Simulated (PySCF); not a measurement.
Species: C3H7NO2Si2.
Z-matrix (Å and degrees, GFN2-xTB geometry), rows numbered from 1:
```
C 
C   1  1.4724
N   2  1.2867  1  127.06
Si  3  1.7841  2   97.93  1  -172.34
O   4  1.6025  3  118.84  2  -125.08
Si  5  1.6332  4  162.49  3    27.86
C   2  1.5016  1  128.93  3   175.49
O   7  1.2058  2  129.61  1   -28.36
H   1  1.0894  2  109.34  3  -130.37
H   1  1.0870  2  110.89  3    -8.11
H   1  1.0906  2  108.97  3   112.41
H   4  1.4460  3  114.14  2   107.14
H   6  1.4599  5  103.23  4   165.57
H   6  1.4606  5  108.36  4    45.90
H   6  1.4597  5  106.18  4   -75.17
```

Method: PySCF 2.14.0, density-fitted response routines, TDDFT wB97X-D/def2-SVPD, vertical, gas phase, core orbitals frozen in the response.

Frontier orbitals with the atoms that hold most of them (Löwdin shares over 4%, at most four atoms; ? is withheld):

```tsv
orbital	ε (eV)	atoms
LUMO+2	1.96	Si4 16%, C2 16%, Si6 13%, C7 13%
LUMO+1	1.34	Si6 20%, Si4 17%, C2 12%, O5 9%
LUMO	-0.28	?
HOMO	?	O8 42%, C7 19%, Si4 12%, C2 11%
HOMO-1	-9.76	?
HOMO-2	-11.24	O5 26%, Si6 18%, H13 16%, N3 13%
HOMO-3	-11.31	N3 28%, C2 15%, O8 11%, Si4 7%
```

Which atoms hold the HOMO-1, and with what shares?

N3 (bonded to C and Si) 61%; C7 (bonded to C, O and Si) 9%; C2 (bonded to 2 C and N) 9%; Si4 (bonded to C, N, O and H) 8%. By element: nitrogen 61%, carbon 18% or more, silicon 8% or more.

Which atoms hold the LUMO, and with what shares?

N3 (bonded to C and Si) 28%; C7 (bonded to C, O and Si) 23%; O8 (bonded to C) 23%; C2 (bonded to 2 C and N) 16%. By element: carbon 39% or more, nitrogen 28%, oxygen 23% or more.

What is the HOMO energy, and the HOMO–LUMO gap?

ε(HOMO) = -8.78 eV; the gap is 8.51 eV (0.3126 hartree).

The HOMO–LUMO gap is 8.51 eV. Where does the response calculation put the lowest singlet, and from which orbitals?

S1 is at 2.98 eV (f = 0.0013), 5.52 eV below the gap, made of HOMO→LUMO (95%). Without the coupling terms of the response equations the lowest excitation would equal the gap.

Give energy, strength and leading configuration of S1 and S2, and follow the Löwdin shares of the leading atoms from the occupied to the empty orbital.

- S1 (2.98 eV, f 0.0013), HOMO→LUMO (95%): O8 42% → 23%, C7 19% → 23%, N3 at most 12% → 28%
- S2 (4.06 eV, f 0.0058), HOMO-1→LUMO (92%): N3 61% → 28%, C7 9% → 23%

Löwdin shares depend on the basis, the more so with diffuse functions.

One conformer stands for the species.
